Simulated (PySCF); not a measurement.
# Strontium: a sound run and one with changed settings

Sound run: Sr⁺ [Kr] 5s1, Sr²⁺ [Kr]. All numbers are calculated (PySCF 2.14, scalar relativity by spin-free X2C-1e, in cc-pVDZ-X2C (6s5p3d, 36 functions)). The sound run starts from symmetry-adapted Hartree-Fock orbitals and uses a fine grid where one is needed.

A second run was set up differently.

| species | method | sound run (hartree) | changed run (hartree) | converged |
| --- | --- | --- | --- | --- |
| Sr⁺ | UHF | -3177.17020 | -3177.16941 | no |
| Sr⁺ | MN15 | -3180.98518 | -3180.98492 | no |
| Sr⁺ | TPSS | -3178.92651 | -3178.92640 | no |
| Sr²⁺ | UHF | -3176.78655 | -3176.78653 | no |
| Sr²⁺ | MN15 | -3180.58911 | -3180.58910 | no |
| Sr²⁺ | TPSS | -3178.52763 | -3178.52755 | no |

What was changed?
A. too few SCF iterations
B. a valence shell is frozen
C. angular grid far too coarse
D. basis contracted for another Hamiltonian

A. It used initial guess minao, at most 2 SCF cycles. The SCF was stopped early; the energies are upper bounds that still move, and correlated levels were skipped or rest on poor orbitals.
